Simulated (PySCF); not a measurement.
A structure optimised at PBE0-D3(BJ)/def2-SVP (Å):
```
atom  x, y, z in Å
C1     2.1399   -0.3962    0.1878
B2     1.3061    0.8515   -0.2657
O3    -0.0570    0.8758   -0.3051
C4    -0.8433   -0.2169    0.0376
C5    -2.2923    0.1776    0.0081
F6    -0.6228   -1.2212   -0.8704
H7     3.1796   -0.1395    0.4326
H8     2.1609   -1.1136   -0.6519
H9     1.6962   -0.9413    1.0365
H10    1.8178    1.8858   -0.6354
H11   -0.5403   -0.6115    1.0249
H12   -2.4789    0.9788    0.7361
H13   -2.5471    0.5447   -0.9959
H14   -2.9267   -0.6853    0.2514
```

Neutral, closed shell.

Task: Read off the bonds between heavy atoms and their formal orders.

Result: C1–B2 1.57 Å (single); B2–O3 1.36 Å (single); O3–C4 1.39 Å (single); C4–C5 1.50 Å (single); C4–F6 1.37 Å (single). Bonds to hydrogen (Å): C1–H7 1.10; C1–H8 1.10; C1–H9 1.10; B2–H10 1.21; C4–H11 1.11; C5–H12 1.10; C5–H13 1.10; C5–H14 1.10.

Task: Give the structure as a SMILES string.

Result: `CBO[C@@H](C)F`, C3H8BFO. Among its features: C–F bond and three-coordinate boron.

Task: Name the point group.

Result: C1 (no symmetry element, even within 0.4 Å).

Task: Describe the place of each heavy atom.

Result: C1: sp3 carbon bound to boron; B2: three-coordinate boron; O3: boron-bound oxygen; C4: sp3 C–F carbon; C5: methyl carbon; F6: alkyl fluorine.

Task: What is the arrangement about C1?

Result: It has 4 neighbours (B2, H7, H8, H9) and is distorted tetrahedral (angles from 105.8° to 113.7°).

Task: What is the arrangement about C4?

Result: It has 4 neighbours (O3, C5, F6, H11) and is tetrahedral (angles from 106.6° to 112.1°).

All values are computed, not measured.
